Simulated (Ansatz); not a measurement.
`C[SiH2]B(F)S`. Charge 0, multiplicity 1.

```xyz
11

C    -0.370   -1.160   -0.899
Si   -0.896    0.390    0.018
B     0.639    1.248    1.034
F     0.437    2.357    1.739
S     2.325    0.609    1.066
H     0.410   -0.938   -1.632
H    -1.215   -1.597   -1.435
H     0.012   -1.916   -0.208
H    -1.982    0.065    0.987
H    -1.445    1.390   -0.943
H     2.086   -0.448    0.274
```

List the harmonic frequencies (cm⁻¹, unscaled) at PBE0-D4/def2-TZVP in Ansatz. (Estimate.)

Ansatz gave: 42, 115, 172, 254, 290, 292, 428, 451, 501, 659, 675, 726, 809, 872, 883, 931, 977, 1275, 1288, 1455, 1456, 2200, 2201, 2724, 3050, 3132, 3138.

Is this a minimum?

Yes, all 27 modes are real.

Give the ideal-gas thermochemistry at 298.15 K and 1 bar (rigid rotor, harmonic oscillator; point group Cs, symmetry number 1).

Zero-point energy 185.4 kJ/mol; H(298) − E = 208.3 kJ/mol; entropy 365.5 J/(mol·K), of which translation 167.3, rotation 116.6, vibration 81.7; G(298) − E = 99.3 kJ/mol. Modes under 100 cm⁻¹ are hindered rotations or soft bends, so the harmonic entropy is rough.

And at 400, 500, 600, 800 and 1000 K?


```tsv
T (K)	H − E (kJ/mol)	S (J/mol/K)	G − E (kJ/mol)
400	221.6	403.8	60.1
500	236.6	437.2	18.0
600	253.1	467.3	-27.2
800	289.6	519.6	-126.1
1000	329.5	564.1	-234.5
```

Rotational constants (cm⁻¹)?

0.1302, 0.06456, 0.04417.
